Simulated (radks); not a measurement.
Removal energies from the osmium ion Os4+, [Xe] 4f14 5d(3/2: 4, 5/2: 0), by Delta-SCF beside the eigenvalue of the level emptied. Calculated with a radial shooting solver on a logarithmic mesh with Libxc functionals: Dirac Kohn-Sham, BLYP, spin-unpolarised, spherical densities, finite nucleus; Fermi nuclear charge, rms radius of each element as measured or else 0.836 A^(1/3) + 0.57 fm. Sub-shells are occupied by j as written (lower j first in brackets).

removed from	final configuration	Delta-SCF (eV)	-eigenvalue (eV)
5d3/2	[Xe] 4f14 5d(3/2: 3, 5/2: 0)	55.588	48.534
5p3/2	[Kr] 4d10 4f14 5s2 5p(1/2: 2, 3/2: 3) 5d(3/2: 4, 5/2: 0)	100.04	91.561
4f7/2	[Xe] 4f(5/2: 6, 7/2: 7) 5d(3/2: 4, 5/2: 0)	109.34	95.784
4f5/2	[Xe] 4f(5/2: 5, 7/2: 8) 5d(3/2: 4, 5/2: 0)	112.27	98.597
